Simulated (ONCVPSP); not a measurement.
# Ag (Z = 47), ONCV: configuration errors across variants

```json
{"Element": "silver (Ag)", "Generator": "ONCVPSP 4.0.1", "Type": "optimised norm-conserving Vanderbilt (ONCV)", "Functional": "LDA (Perdew-Wang 92)", "Relativity": "scalar-relativistic", "Frozen core": "[Ar] 3d10", "Valence charge": "19", "Reference configuration": "4s2 4p6 4d10 5s0.75 5p0.25", "Partial waves": "4s+5s: rc 1.70 bohr, ncon 4, nbas 9, qcut 9 1/bohr, 2 projectors; 4p+5p: rc 2.00 bohr, ncon 3, nbas 6, qcut 6.3 1/bohr, 2 projectors; 4d: rc 1.75 bohr, ncon 4, nbas 8, qcut 7.1 1/bohr, 2 projectors, debl 1.4 Ha", "Local potential": "polynomial inside 1.50 bohr (lpopt 5, dvloc0 1 Ha)", "Core correction": "Teter function, fcfact 4.75, rcfact 1.2"}
```

All-electron excitation energies from the reference (eV): (1) 4s2 4p6 4d10 5s1 5p0 -0.972; (2) 4s2 4p6 4d10 5s0 5p0 7.123; (3) 4s1 4p6 4d10 5s1 5p0 101.117.

Errors AE − PS in meV (a dash: test not solved or not reliable):

| change | (1) | (2) | (3) | bound ghosts | GHOST(+) flags above zero |
| --- | --- | --- | --- | --- | --- |
| base | +0.1 | -1.0 | -427 | none | none |
| all radii but the core radius scaled by about 0.87 (s 1.48, p 1.74, d 1.52 bohr); local potential polynomial inside 1.30 bohr (lpopt 5, dvloc0 1 Ha) | +0.1 | -1.0 | -232 | none | s |
| all radii but the core radius scaled by about 0.96 (s 1.64, p 1.92, d 1.68 bohr); local potential polynomial inside 1.44 bohr (lpopt 5, dvloc0 1 Ha) | +0.1 | -1.1 | -389 | none | p |
| all radii but the core radius scaled by about 1.06 (s 1.80, p 2.12, d 1.86 bohr); local potential polynomial inside 1.58 bohr (lpopt 5, dvloc0 1 Ha) | +0.1 | -0.9 | -544 | none | none |
| all radii but the core radius scaled by about 1.13 (s 1.92, p 2.26, d 1.98 bohr); local potential polynomial inside 1.70 bohr (lpopt 5, dvloc0 1 Ha) | +0.1 | -0.7 | -680 | none | none |
| all radii but the core radius scaled by about 1.21 (s 2.06, p 2.42, d 2.12 bohr); local potential polynomial inside 1.80 bohr (lpopt 5, dvloc0 1 Ha) | +0.1 | -0.4 | -786 | none | none |
| all radii but the core radius scaled by about 1.32 (s 2.24, p 2.64, d 2.30 bohr); local potential polynomial inside 1.98 bohr (lpopt 5, dvloc0 1 Ha) | +0.1 | 0.0 | -819 | none | none |

(1) Give the same row for: all radii but the core radius scaled by about 0.78 (s 1.32, p 1.56, d 1.36 bohr); local potential polynomial inside 1.18 bohr (lpopt 5, dvloc0 1 Ha).

Results:

(1) +0.1, -1.1, -125; bound ghosts: none; GHOST(+) flags above zero: s.
